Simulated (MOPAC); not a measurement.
Input for MOPAC: PM6 on IrCl, 2S+1 = 3, a spin state set in the input, which need not be the lowest, a point of a bond scan (R = 2.219 Å).

```
PM6 1SCF PRECISE CHARGE=0 UHF MS=1 THREADS=1
ClIr

Ir     0.00000000 1     0.00000000 1     0.00000000 1
Cl     0.00000000 1     0.00000000 1     2.21917800 1
```

Program output:

```
*******************************************************************************
 **                                                                           **
 **                              MOPAC v23.2.5                                **
 **                                                                           **
 *******************************************************************************
 ** MOPAC's Digital Object Identifier: https://doi.org/10.5281/zenodo.6511958 **
 **                                                                           **
 ** Please cite the open-source release paper for use of this MOPAC version:  **
 ** J. E. Moussa and J. J. P. Stewart (2026)                                  **
 ** MOPAC: An open-source semiempirical molecular orbital program             **
 ** J. Open Source Softw., 11(119), 8025, https://doi.org/10.21105/joss.08025 **
 *******************************************************************************

                              PM6 CALCULATION RESULTS

 *******************************************************************************
 *  PM6        - The PM6 Hamiltonian to be used
 *  UHF        - UNRESTRICTED HARTREE-FOCK CALCULATION
 *
 *
 *
 *                 CHARGE ON SYSTEM = 0
 *
 *
 *
 *  MS=        - IN MECI, MAGNETIC COMPONENT OF SPIN =  1.0
 *  PRECISE    - TIGHTER CRITERIA TO BE USED
 *  1SCF       - DO 1 SCF AND THEN STOP
 *  THREADS=1  - MULTI-THREADING NOT USED
 *  T=         - A TIME OF 172800.0 SECONDS REQUESTED
 *  DUMP=N     - RESTART FILE WRITTEN EVERY 7200.0 SECONDS REQUESTED
 *******************************************************************************
PM6 1SCF PRECISE CHARGE=0 UHF MS=1 THREADS=1
 ClIr

   ATOM   CHEMICAL          X               Y               Z
  NUMBER   SYMBOL      (ANGSTROMS)     (ANGSTROMS)     (ANGSTROMS)

     1      Ir          0.00000000  *   0.00000000  *   0.00000000  *
     2      Cl          0.00000000  *   0.00000000  *   2.21917800  *



          CARTESIAN COORDINATES

    NO.       ATOM           X           Y           Z

     1        Ir          0.0000      0.0000      0.0000
     2        Cl          0.0000      0.0000      2.2192

 General Reference for PM6:
 "Optimization of Parameters for Semiempirical Methods V: Modification of NDDO Approximations
 and Application to 70 Elements", J. J. P. Stewart, J. Mol. Mod., 13, 1173-1213 (2007)
 URL: https://link.springer.com/article/10.1007/s00894-007-0233-4

           Empirical Formula: Ir Cl  =     2 atoms



      MOLECULAR POINT GROUP   :   C*v


          UHF CALCULATION, NO. OF ALPHA ELECTRONS =    9
                           NO. OF BETA  ELECTRONS =    7

 -------------------------------------------------------------------------------
 PM6 1SCF PRECISE CHARGE=0 UHF MS=1 THREADS=1
 ClIr



     1SCF WAS SPECIFIED, SO BFGS WAS NOT USED
     SCF FIELD WAS ACHIEVED


                              PM6 CALCULATION
                                                       MOPAC v23.2.5 Linux




          FINAL HEAT OF FORMATION =        139.69520 KCAL/MOL =     584.48474 KJ/MOL


          COSMO AREA              =        101.05 SQUARE ANGSTROMS
          COSMO VOLUME            =         90.40 CUBIC ANGSTROMS

          IONIZATION POTENTIAL    =          8.936969 EV
          ALPHA SOMO LUMO (EV)    =         -9.708 -5.498
          BETA  SOMO LUMO (EV)    =         -8.937 -6.017
          NO. OF ALPHA ELECTRONS  =          9
          NO. OF BETA  ELECTRONS  =          7
          MOLECULAR WEIGHT        =        227.6730         POINT GROUP:  C*v

          MOLECULAR DIMENSIONS (Angstroms)

            Atom       Atom       Distance
           Cl     2   Ir     1     2.21918
           Cl     2   Ir     1     0.00000
           Ir     1   Cl     2     0.00000


          SCF CALCULATIONS        =          1





   ATOM   CHEMICAL          X               Y               Z
  NUMBER   SYMBOL      (ANGSTROMS)     (ANGSTROMS)     (ANGSTROMS)

     1      Ir          0.00000000  *   0.00000000  *   0.00000000  *
     2      Cl          0.00000000  *   0.00000000  *   2.21917800  *

                             CARTESIAN COORDINATES

   1   Ir        0.000000000     0.000000000     0.000000000
   2   Cl        0.000000000     0.000000000     2.219178000


           Empirical Formula: Ir Cl  =     2 atoms



      MOLECULAR POINT GROUP   :   C*v


          ALPHA EIGENVALUES
 -28.85909 -14.81343 -13.87094 -13.87094  -9.87247  -9.87247  -9.79294  -9.70800
  -9.70800  -5.49804  -1.72108  -1.72108  -1.07165  86.09606  86.39528  86.39528
  87.27488  87.27488


           BETA EIGENVALUES
 -28.22355 -14.88518 -13.33233 -13.33233  -9.30873  -8.93697  -8.93697  -6.01738
  -6.01738  -5.46097  -4.42521  -2.07485  -2.07485  86.07740  86.44335  86.44335
  87.50205  87.50205


              NET ATOMIC CHARGES AND DIPOLE CONTRIBUTIONS

  ATOM NO.   TYPE          CHARGE      No. of ELECS.   s-Pop       p-Pop       d-Pop
    1         Ir           0.222987        8.7770     1.03654     0.44731     7.29316
    2         Cl          -0.222987        7.2230     1.99223     5.22966     0.00109
 DIPOLE           X         Y         Z       TOTAL
 POINT-CHG.     0.000     0.000    -2.377     2.377
 HYBRID         0.000    -0.000     1.268     1.268
 SUM            0.000    -0.000    -1.109     1.109


          ATOMIC ORBITAL ELECTRON POPULATIONS

     Atom    s        px        py        pz      x^2-y^2     xz        z^2       yz        xy
    1 Ir   1.03654   0.00156   0.00156   0.44419   1.99997   1.09859   1.09606   1.09859   1.99997
    2 Cl   1.99223   1.89949   1.89949   1.43069   0.00003   0.00037   0.00029   0.00037   0.00003


                    (SZ)    =    1.000000
                    (S**2)  =    2.728445


          ATOMIC ORBITAL SPIN POPULATIONS

    Atom   Total    s     px     py     pz   x^2-y^2  xz     z^2    yz     xy
         Atomic
    1 Ir  1.8730  0.744 -0.000 -0.000 -0.431  0.000  0.901 -0.241  0.901  0.000
    2 Cl  0.1270  0.006  0.099  0.099 -0.078 -0.000  0.000  0.000  0.000 -0.000

 **********************
 *                    *
 * JOB ENDED NORMALLY *
 *                    *
 **********************




 == MOPAC DONE ==
```

The run finished. Its determinant has ⟨S²⟩ = 2.73, a mixture of spin states.

Cost: about 0.020 core-seconds (a rough figure).
